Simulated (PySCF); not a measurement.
## TaH and its ions

UHF-CCSD(T); PySCF, scalar-relativistic core potentials, basis sets Ta def2-TZVPPD with ECP60, H def2-TZVPPD. Neutral (UHF): quintet (σ ↑, π ↑↑, δ ↑), Re = 1.783 Å, ωe = 1757 cm⁻¹, De = 2.34 eV.

TaH⁺ (UHF): quartet (σ ↑, π ↑, δ ↑), Re = 1.733 Å, ωe = 1935 cm⁻¹, De = 2.66 eV to Ta⁺ (5d3 6s1) + H. The energies at the minima are -57.18063 hartree for TaH and -56.92281 for TaH⁺.

Problem. Work out the adiabatic ionisation energy, without and with harmonic zero-point energies (1 hartree = 27.2114 eV, 1 eV = 8065.5 cm⁻¹), and the change of the bond length.

Solution. At UHF-CCSD(T): 0.25782 hartree = 7.016 eV between the minima; the zero-point term (1935.0 − 1757.0)/2 cm⁻¹ = +0.011 eV makes it 7.027 eV. Re changes by -5.0 pm against the neutral. The electron leaves a π orbital, which is non-bonding in a hydride.

Correlated steps freeze no core orbitals. Spin–orbit coupling is left out, which matters for elements this heavy, above all for dissociation energies. For an ion De counts to the pair picked by the measured ionisation energies or electron affinities, which need not be the lowest pair at this level. The state is the lowest single determinant that the PBE0 search found; with open d or f shells the true ground state can be another one.
